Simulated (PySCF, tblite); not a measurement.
Isomers of C7H9S (doublet state). Calculated harmonic vibrations of the isolated species, GFN2-xTB (tblite), most abundant isotopes, no scaling. This tight-binding method is rough: wavenumbers can miss measured ones by several per cent, in bad cases by 10 to 20. Modes of hydrogen on sulfur can be 10 to 20 % off. One conformer each. Open shells enter through the occupations alone, without spin polarisation, and single modes of such species can be off by tens of per cent.

Electronic energies: B3LYP/pcH-1 single points on the GFN2-xTB geometries (PySCF, gas phase).

```tsv
SMILES	electronic energy, lowest = 0 (kcal/mol)
C#C[C]1CSC[C@H]1C	8.4
C=[C]C1=CSC[C@H]1C	0.0
S[C@@H]1C[C@]12[CH]CC=C2	13.1
```

How do GFN2-xTB zero-point energies change the relative energies?

| SMILES | ZPE (kcal/mol) | of it from modes above 1550 cm⁻¹ | electronic (kcal/mol) | with ZPE, lowest = 0 (kcal/mol) | lowest mode (cm⁻¹) | rings |
| --- | --- | --- | --- | --- | --- | --- |
| C=[C]C1=CSC[C@H]1C | 84.0 | 41.7 | 0.0 | 0.0 | 73 | 1 |
| C#C[C]1CSC[C@H]1C | 83.8 | 42.0 | 8.4 | 8.2 | 13 | 1 |
| S[C@@H]1C[C@]12[CH]CC=C2 | 82.3 | 40.6 | 13.1 | 11.5 | 97 | 2 |

The zero-point energies span 1.7 kcal/mol, from `S[C@@H]1C[C@]12[CH]CC=C2` to `C=[C]C1=CSC[C@H]1C`. The order is unchanged.

And how do the electronic energies of GFN2-xTB itself compare?

`C=[C]C1=CSC[C@H]1C` 0.0; `C#C[C]1CSC[C@H]1C` 8.3; `S[C@@H]1C[C@]12[CH]CC=C2` 5.8 kcal/mol, lowest = 0. Against the energies above, taken from the same isomer `C=[C]C1=CSC[C@H]1C`, the largest difference is 7.3 kcal/mol.
